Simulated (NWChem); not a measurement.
System: C3H4O; SMILES C1=COC1

The following NWChem deck was run.

```
start job
memory heap 200 mb stack 900 mb global 1100 mb
geometry units angstroms noautosym nocenter noautoz
  C     -0.503660    -0.931966     0.000000
  C      0.797294    -0.553841     0.000000
  O      0.629254     0.821730     0.000000
  C     -0.819955     0.545809     0.000000
  H     -1.076291    -1.863447     0.000000
  H      1.806774    -0.993198     0.000000
  H     -1.292078     0.971210    -0.910662
  H     -1.292078     0.971210     0.910662
end
basis spherical
  C library 6-31g*
  O library 6-31g*
  H library 6-31g*
end
dft
  xc pbe0
  iterations 150
end
cosmo
  dielec 20.7
end
task dft energy
```

Geometry: optimised at PBE-D3(BJ)/def2-SVP.

Level: PBE0/6-31G* with COSMO at NWChem's default radii, gas-phase geometry; the question gives the dielectric constant.

Problem. Predict the main results of this run. (PBE0/6-31G* (spherical d), COSMO on the gas-phase geometry.) Quantities: electrostatic solvation energy (kcal/mol); dipole in solution (D).

Solution. 
```
Property                                   Result
-----------------------------------------  ------
electrostatic solvation energy (kcal/mol)    -3.8
dipole in solution (D)                       1.68
```
